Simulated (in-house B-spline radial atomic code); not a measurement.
A fraction x of an electron is moved 3p → 4p in Kr⁵⁺, starting from [Ar] 3d10 4s2 4p1 and keeping the highest spin. Level of theory: scalar-relativistic (X2C) revTPSS, spin-polarised, spherical fractional occupations, Fermi nucleus of rms radius 4.1884 fm; calculated with a radial B-spline atomic code at the basis-set limit.

| x | E(x) - E(0) (eV) | 3p down level (eV) | 4p up level (eV) |
| --- | --- | --- | --- |
| 0 | 0.0000 | -269.750 | -70.937 |
| 0.125 | 24.9249 | -271.510 | -71.524 |
| 0.25 | ? | ? | ? |
| 0.375 | ? | ? | ? |
| 0.5 | 100.5812 | -276.754 | -73.237 |
| 0.625 | 126.0946 | -278.491 | -73.793 |
| 0.75 | 151.7556 | -280.221 | -74.343 |
| 0.875 | 177.5640 | -281.945 | -74.888 |
| 1 | 203.5200 | -283.664 | -75.426 |

Problem. What belongs in the row x = 0.25?

Solution. An energy change of 49.9965 eV; 3p down at -273.264 eV, 4p up at -72.103 eV.

Problem. What belongs in the row x = 0.375?

Solution. An energy change of 75.2152 eV; 3p down at -275.012 eV, 4p up at -72.673 eV.

Problem. Check Janak's theorem between x = 0.5 and 0.625.

Solution. The slope of the energy is 204.11 eV; the orbital levels give 204.11 eV (ε of the receiving orbital less ε of the emptying one, averaged over the two points).
